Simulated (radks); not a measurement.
The numbers below are computed, except where a source is named.
Mo+, 41 electrons, occupied as [Kr] 4d5.

Code: a radial shooting solver on a logarithmic mesh with Libxc functionals. Model: scalar-relativistic Kohn-Sham, PBE, spin-unpolarised, spherical densities, point nucleus; hard spherical wall at 5 bohr.

Energy parts (Ry):
| part | energy |
|---|---|
| total | -8096.65246 |
| kinetic | 8348.94578 |
| electron-nucleus | -19497.81398 |
| Hartree | 3299.01150 |
| exchange-correlation | -246.79576 |

Orbitals (lengths in bohr, moments of r in powers of bohr; <r^-3> diverges for s and p1/2; r(90%) holds 90 % of the orbital's charge):
orbital  occ.  eigenvalue (Ry)  r(90%)   <r^-3>     <r^2>      <r^4>
1s          2        -1457.328  0.0630        -  0.001669  7.208e-06
2s          2        -206.1460   0.237        -   0.02785   0.001335
2p          6        -184.3277   0.218     2551   0.02192  0.0009571
3s          2        -35.40616   0.634        -    0.2107    0.06877
3p          6        -28.25555   0.651    424.4    0.2158    0.07599
3d         10        -16.62228   0.664    56.35    0.2075    0.08351
4s          2         -5.12666    1.62        -     1.398      2.980
4p          6         -3.23293    1.85    59.62     1.772      5.048
4d          5         -0.67455    2.87    3.858     3.854      25.49
4f          0          0.79806    4.02  0.08182     9.677      115.4
5s          0         -0.54776    3.75        -     8.131      84.57
5p          0         -0.10919    3.94    10.56     9.285      107.3

The highest occupied level is 4d at -9.178 eV. The density falls to 0.001 e/bohr^3 at r = 3.84 bohr. The pressure on the wall is 5.48 GPa. Summed over all electrons, <r^2> = 36.68 bohr^2, which gives a Langevin (diamagnetic) susceptibility term of -29.1 x 10^-6 cm^3/mol.
